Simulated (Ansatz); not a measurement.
Program: Ansatz. Geometries: PBE0-D4/def2-TZVP. ΔE: electronic, gas phase. CCSD(T)/CBS is the MP2 limit (def2-TZVPP, def2-QZVPP) plus CCSD(T) − MP2 in def2-TZVPP, frozen cores. This one scheme is used for every species. Functionals use def2-TZVPP.

`C[Si](C)(Cl)Cl` + HCl → `C[Si](Cl)(Cl)Cl` + CH₄  (ligand exchange at the Si–C bond)

`C[Si](C)(Cl)Cl`:

Z-matrix (Å, degrees):
```
C
Si 1 1.851
H 1 1.093 2 110.3
H 1 1.093 2 110.3 3 120.1
H 1 1.091 2 110.5 3 -120.0
C 2 1.851 1 114.5 3 -60.1
Cl 2 2.058 1 108.6 3 61.5
Cl 2 2.058 1 108.6 3 178.4
H 6 1.091 2 110.5 1 -180.0
H 6 1.093 2 110.3 1 -60.0
H 6 1.093 2 110.3 1 60.0
```

HCl:

Cartesian coordinates in Å:
```
Cl -0.442 0.138 -0.441
H 0.442 -0.138 0.441
```

`C[Si](Cl)(Cl)Cl`:

```xyz
8

C    -0.313    0.143   -0.992
Si    0.236   -0.107    0.747
Cl   -0.719    1.191    1.996
Cl   -0.175   -2.007    1.364
Cl    2.244    0.200    0.918
H    -1.389   -0.025   -1.071
H    -0.089    1.163   -1.311
H     0.205   -0.557   -1.651
```

CH₄:

Z-matrix (Å, degrees):
```
C
H 1 1.090
H 1 1.090 2 109.5
H 1 1.090 2 109.5 3 -120.0
H 1 1.090 2 109.5 3 120.0
```

```json
{"species": "`C[Si](C)(Cl)Cl`", "BHLYP-D4 energy (Eh)": "-1289.89121"}
{"species": "HCl", "BHLYP-D4 energy (Eh)": "-460.81729"}
{"species": "`C[Si](Cl)(Cl)Cl`", "BHLYP-D4 energy (Eh)": "-1710.24222"}
{"species": "CH₄", "BHLYP-D4 energy (Eh)": "-40.50336"}
```

Question: Work out ΔE.

Answer: ΔE = (-1710.24222) + (-40.50336) − (-1289.89121) − (-460.81729) = -0.03708 Eh = -97.4 kJ/mol. CCSD(T)/CBS gives -92.6 kJ/mol.

Largest T1 diagnostic among the species: 0.009.

Leaving LDA and LC-ωPBE aside and taking each functional with its dispersion term where it has one, the values, not all of them listed here, spread over 6.3 kJ/mol, from B97M-V to ωB97X-V. LDA lies +4.7 kJ/mol from PBE without D4.
